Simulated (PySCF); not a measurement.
A calculated (PBE0, PySCF 2.14, x2c-TZVPall, scalar relativity by spin-free X2C-1e) atom or ion has these occupied shells.

```json
{"shell": "1s α", "electrons": "1", "orbital energy (eV)": "-23086.9", "rms radius, mean of both spins (bohr)": "0.0374"}
{"shell": "1s β", "electrons": "1", "orbital energy (eV)": "-23086.9", "rms radius, mean of both spins (bohr)": "0.0374"}
{"shell": "2s α", "electrons": "1", "orbital energy (eV)": "-3368.5", "rms radius, mean of both spins (bohr)": "0.154"}
{"shell": "2s β", "electrons": "1", "orbital energy (eV)": "-3368.2", "rms radius, mean of both spins (bohr)": "0.154"}
{"shell": "2p α", "electrons": "3", "orbital energy (eV)": "-3018.6", "rms radius, mean of both spins (bohr)": "0.137"}
{"shell": "2p β", "electrons": "3", "orbital energy (eV)": "-3018.3", "rms radius, mean of both spins (bohr)": "0.137"}
{"shell": "3s α", "electrons": "1", "orbital energy (eV)": "-610.90", "rms radius, mean of both spins (bohr)": "0.417"}
{"shell": "3s β", "electrons": "1", "orbital energy (eV)": "-610.69", "rms radius, mean of both spins (bohr)": "0.417"}
{"shell": "3p α", "electrons": "3", "orbital energy (eV)": "-494.93", "rms radius, mean of both spins (bohr)": "0.420"}
{"shell": "3p β", "electrons": "3", "orbital energy (eV)": "-494.71", "rms radius, mean of both spins (bohr)": "0.420"}
{"shell": "3d α", "electrons": "5", "orbital energy (eV)": "-309.01", "rms radius, mean of both spins (bohr)": "0.404"}
{"shell": "3d β", "electrons": "5", "orbital energy (eV)": "-308.62", "rms radius, mean of both spins (bohr)": "0.404"}
{"shell": "4s α", "electrons": "1", "orbital energy (eV)": "-88.004", "rms radius, mean of both spins (bohr)": "1.05"}
{"shell": "4s β", "electrons": "1", "orbital energy (eV)": "-86.153", "rms radius, mean of both spins (bohr)": "1.05"}
{"shell": "4p α", "electrons": "3", "orbital energy (eV)": "-54.809", "rms radius, mean of both spins (bohr)": "1.16"}
{"shell": "4p β", "electrons": "3", "orbital energy (eV)": "-52.695", "rms radius, mean of both spins (bohr)": "1.16"}
{"shell": "4d α", "electrons": "5", "orbital energy (eV)": "-8.123", "rms radius, mean of both spins (bohr)": "1.76"}
{"shell": "4d β", "electrons": "3", "orbital energy (eV)": "-6.738", "rms radius, mean of both spins (bohr)": "1.76"}
{"shell": "5s α", "electrons": "1", "orbital energy (eV)": "-5.304", "rms radius, mean of both spins (bohr)": "3.51"}
```

Question: Name the element and its charge.

Answer: Rh (rhodium, neutral), in [Kr] 4d8 5s1, high-spin 4F determinant.
